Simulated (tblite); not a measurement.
C₄H₉GeNO.
Atom-mapped SMILES: `[CH2:1]=[CH:2][GeH2:3][NH:4][C:5]([CH3:6])=[O:7]` (hydrogens: H8, H9 on C1; H10 on C2; H11, H12 on Ge3; H13 on N4; H14, H15, H16 on C6)

Computed with GFN2-xTB (tblite), gas phase: L-BFGS steps from a force-field or distance-geometry start until the largest atomic force falls under 0.01 eV/Å.

Step 24: E = -599.8022 eV
```
atom  x, y, z in Å  |  force x, y, z in eV/Å
C1     -2.8680    0.7066    0.6065   -0.019   0.002  -0.081
C2     -2.2310    0.0980   -0.3821    0.048  -0.016   0.039
Ge3    -0.8644   -1.2523   -0.0071   -0.058  -0.147  -0.139
N4      0.6376   -0.4195    0.6748    0.200  -0.033   0.059
C5      1.5212    0.0427   -0.2293    0.080   0.064  -0.047
C6      2.7966    0.6585    0.3064   -0.027   0.026   0.057
O7      1.2445   -0.0418   -1.4111    0.027   0.055  -0.011
H8     -2.6645    0.4665    1.6462   -0.079   0.046  -0.208
H9     -3.6211    1.4591    0.4173    0.036   0.005   0.108
H10    -2.4391    0.3539   -1.4152    0.013  -0.020   0.143
H11    -0.4639   -2.1173   -1.1676   -0.013   0.056   0.147
H12    -1.2235   -2.0797    1.2097   -0.077   0.012  -0.061
H13     0.8525   -0.3440    1.6546    0.059   0.008   0.093
H14     2.5807    1.6791    0.6178    0.000   0.074  -0.091
H15     3.1530    0.1247    1.1826   -0.004  -0.132   0.014
H16     3.5818    0.6746   -0.4476   -0.185   0.000  -0.023
```

Step 25: E = -599.8090 eV
```
atom  x, y, z in Å  |  force x, y, z in eV/Å
C1     -2.8571    0.7024    0.5970   -0.027   0.009  -0.073
C2     -2.2174    0.0959   -0.3907    0.051  -0.027   0.027
Ge3    -0.8657   -1.2617   -0.0026   -0.001  -0.079  -0.075
N4      0.6348   -0.4186    0.6849    0.185  -0.075   0.014
C5      1.5026    0.0599   -0.2257    0.084   0.056  -0.065
C6      2.7915    0.6632    0.3009   -0.077  -0.024   0.046
O7      1.2018   -0.0037   -1.4044    0.066   0.057   0.078
H8     -2.6688    0.4460    1.6343   -0.055   0.033  -0.164
H9     -3.5971    1.4681    0.4165    0.004   0.025   0.062
H10    -2.4043    0.3595   -1.4251   -0.011   0.007   0.134
H11    -0.4588   -2.1373   -1.1514    0.001   0.042   0.133
H12    -1.2392   -2.0673    1.2252   -0.060  -0.002  -0.074
H13     0.8696   -0.3675    1.6616    0.050   0.003   0.093
H14     2.5821    1.6831    0.6259    0.055   0.017  -0.151
H15     3.1478    0.1180    1.1728   -0.013  -0.097  -0.049
H16     3.5707    0.6690   -0.4633   -0.252   0.054   0.062
```

Step 26: E = -599.8159 eV
```
atom  x, y, z in Å  |  force x, y, z in eV/Å
C1     -2.8503    0.6998    0.5881   -0.026   0.015  -0.049
C2     -2.2063    0.0934   -0.3957    0.040  -0.030   0.012
Ge3    -0.8667   -1.2702   -0.0006    0.070   0.030   0.039
N4      0.6373   -0.4209    0.6921    0.115  -0.124  -0.006
C5      1.4910    0.0735   -0.2229    0.054   0.019  -0.028
C6      2.7870    0.6676    0.2987   -0.103  -0.057   0.026
O7      1.1729    0.0245   -1.3984    0.086   0.058   0.099
H8     -2.6744    0.4327    1.6216   -0.020   0.000  -0.053
H9     -3.5800    1.4757    0.4194   -0.029   0.050  -0.012
H10    -2.3787    0.3616   -1.4291   -0.027   0.039   0.064
H11    -0.4550   -2.1509   -1.1374    0.024   0.001   0.076
H12    -1.2540   -2.0581    1.2334   -0.043  -0.021  -0.071
H13     0.8850   -0.3831    1.6669    0.034  -0.004   0.064
H14     2.5837    1.6879    0.6298    0.092  -0.028  -0.170
H15     3.1436    0.1108    1.1657   -0.023  -0.041  -0.099
H16     3.5574    0.6647   -0.4754   -0.244   0.094   0.107
```

Step 27: E = -599.8218 eV
```
atom  x, y, z in Å  |  force x, y, z in eV/Å
C1     -2.8450    0.6981    0.5791   -0.022   0.019  -0.006
C2     -2.1959    0.0916   -0.4001    0.017  -0.013  -0.014
Ge3    -0.8661   -1.2766    0.0008    0.114   0.115   0.134
N4      0.6413   -0.4256    0.6985    0.054  -0.157   0.014
C5      1.4812    0.0853   -0.2199   -0.015  -0.036  -0.004
C6      2.7805    0.6696    0.2977   -0.099  -0.046   0.007
O7      1.1481    0.0501   -1.3925    0.098   0.055   0.136
H8     -2.6791    0.4210    1.6091    0.001  -0.025   0.044
H9     -3.5661    1.4831    0.4215   -0.044   0.057  -0.077
H10    -2.3573    0.3662   -1.4316   -0.027   0.054  -0.004
H11    -0.4504   -2.1642   -1.1232    0.044  -0.035   0.018
H12    -1.2630   -2.0497    1.2398   -0.040  -0.040  -0.063
H13     0.8977   -0.3977    1.6733    0.016  -0.009  -0.016
H14     2.5868    1.6915    0.6296    0.095  -0.040  -0.144
H15     3.1394    0.1034    1.1581   -0.027  -0.003  -0.105
H16     3.5402    0.6629   -0.4842   -0.165   0.105   0.079
```

Problem. Estimate the geometry and energy of step 28. (The exact step hangs on the optimiser's Hessian estimate; all steps are aligned on step 27, rigid shifts and turns removed.)

Solution. E = -599.8275 eV, largest force 0.261 eV/Å
```
atom  x, y, z in Å  |  force x, y, z in eV/Å
C1     -2.8409    0.6972    0.5708   -0.016   0.021   0.036
C2     -2.1864    0.0902   -0.4040   -0.010   0.020  -0.027
Ge3    -0.8632   -1.2807    0.0037    0.115   0.155   0.176
N4      0.6470   -0.4335    0.7049   -0.022  -0.179   0.001
C5      1.4722    0.0952   -0.2160   -0.058  -0.079   0.042
C6      2.7725    0.6707    0.2973   -0.060  -0.019  -0.010
O7      1.1280    0.0740   -1.3853    0.067   0.041   0.112
H8     -2.6837    0.4103    1.5980    0.010  -0.036   0.108
H9     -3.5546    1.4909    0.4224   -0.038   0.038  -0.127
H10    -2.3386    0.3713   -1.4337   -0.019   0.059  -0.058
H11    -0.4454   -2.1767   -1.1094    0.057  -0.051  -0.019
H12    -1.2715   -2.0429    1.2439   -0.037  -0.057  -0.045
H13     0.9097   -0.4107    1.6785    0.013  -0.013  -0.037
H14     2.5915    1.6941    0.6263    0.070  -0.010  -0.084
H15     3.1351    0.0963    1.1494   -0.020   0.016  -0.070
H16     3.5206    0.6633   -0.4908   -0.051   0.093   0.003
```

The energy changes by -0.0057 eV. The first-order estimate −F·Δx gives -0.0079 eV and the mean of the old and new forces, exact on a quadratic surface, -0.0057 eV. The step makes an angle of 75° with the force vector and moves no atom by more than 0.032 Å.

The cost below is that of the whole relaxation. On one thread of an Arm Neoverse N1 (shared host), this took 1.4 s of wall time.
